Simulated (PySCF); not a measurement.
# In²⁺: ionisation energy

In²⁺ [Kr] 4d10 5s1 (2S) → In³⁺ [Kr] 4d10 (1S), as a difference of total energies. Calculation: PySCF 2.14, in x2c-TZVPall; scalar relativity by spin-free X2C-1e. The calculations carry no spin-orbit coupling.

```csv
method,ionisation energy (eV)
UHF,26.662
MN15,27.941
r2SCAN,28.239
```

For comparison: 28.044 eV (measured; NIST Atomic Spectra Database, ionization energies).
